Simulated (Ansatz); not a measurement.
Mulliken charges of `FB(S)O[SiH3]` from ωB97M-V/def2-TZVPP in Ansatz (PBE0-D4/def2-TZVP geometry).

```json
{"atom": "F1", "x (Å)": "-2.250", "y (Å)": "-1.081", "z (Å)": "0.207", "charge (e)": "-0.231"}
{"atom": "B2", "x (Å)": "-1.083", "y (Å)": "-0.471", "z (Å)": "0.375", "charge (e)": "0.389"}
{"atom": "S3", "x (Å)": "-0.586", "y (Å)": "0.067", "z (Å)": "2.040", "charge (e)": "-0.194"}
{"atom": "O4", "x (Å)": "-0.305", "y (Å)": "-0.272", "z (Å)": "-0.702", "charge (e)": "-0.325"}
{"atom": "Si5", "x (Å)": "1.166", "y (Å)": "0.394", "z (Å)": "-1.056", "charge (e)": "0.294"}
{"atom": "H6", "x (Å)": "-1.699", "y (Å)": "-0.382", "z (Å)": "2.639", "charge (e)": "0.126"}
{"atom": "H7", "x (Å)": "2.013", "y (Å)": "-0.665", "z (Å)": "-1.652", "charge (e)": "-0.021"}
{"atom": "H8", "x (Å)": "1.797", "y (Å)": "0.922", "z (Å)": "0.180", "charge (e)": "-0.015"}
{"atom": "H9", "x (Å)": "0.947", "y (Å)": "1.489", "z (Å)": "-2.029", "charge (e)": "-0.021"}
```

Question: By hand: the dipole of these point charges (1 e Å = 4.8032 D).

Answer: Σ q r = (0.351, 0.178, 0.027) e Å, of length 0.394 e Å = 1.89 D.

Question: How does the dipole of the full density compare? (Estimate.)

Answer: Ansatz gave: (0.176, 0.091, 0.024) e Å, 0.96 D; the point charges give 1.97 times that, at 3° from its direction.

Point charges leave out the atoms' own dipoles, such as those of lone pairs, and Mulliken's split depends on the basis, so the two needn't agree.
